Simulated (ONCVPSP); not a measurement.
# How hard is this V (Z = 23) ONCV potential?

* Element: V (Z = 23)
* Generator: ONCVPSP 4.0.1
* Type: optimised norm-conserving Vanderbilt (ONCV)
* Functional: PBE
* Relativity: scalar-relativistic
* Frozen core: [Ne]
* Valence charge: 13
* Reference configuration: 3s2 3p6 3d3 4s2
* Partial waves: 3s+4s: rc 1.35 bohr, ncon 4, nbas 8, qcut 10.1 1/bohr, 2 projectors; 3p: rc 1.35 bohr, ncon 4, nbas 7, qcut 11.6 1/bohr, 2 projectors, debl 1.1 Ha; 3d: rc 1.80 bohr, ncon 4, nbas 9, qcut 6.9 1/bohr, 2 projectors, debl 1.7 Ha
* Local potential: polynomial inside 0.85 bohr (lpopt 5, dvloc0 0 Ha)
* Core correction: none

In the p channel the program set the typed energies aside and used -1.618, 0.250 Ha.

Q: For each optimised wave give the share of its norm inside rc, the residual kinetic energy above qcut (Ha) and the cutoffs (Ha) for errors of 10, 1, 0.1 and 0.01 mHa per electron.

A:

```
         wave  norm inside rc  residual KE  10 mHa  1 mHa  0.1 mHa  0.01 mHa
           3s           0.872      1.9e-07    25.0   32.8     39.0      43.9
           4s           0.033      7.8e-08    15.9   26.9     35.0      41.3
           3p           0.812      4.4e-08    17.5   22.4     26.9      43.4
p projector 2           0.066      6.8e-09    14.1   19.7     24.4      42.2
           3d           0.745      5.4e-04    19.0   22.9     67.9      99.3
d projector 2           0.118      2.1e-03    20.5   27.1    100.4     120.8
```

The occupied waves need 33 Ha and 68 Ha for 1 and 0.1 mHa.
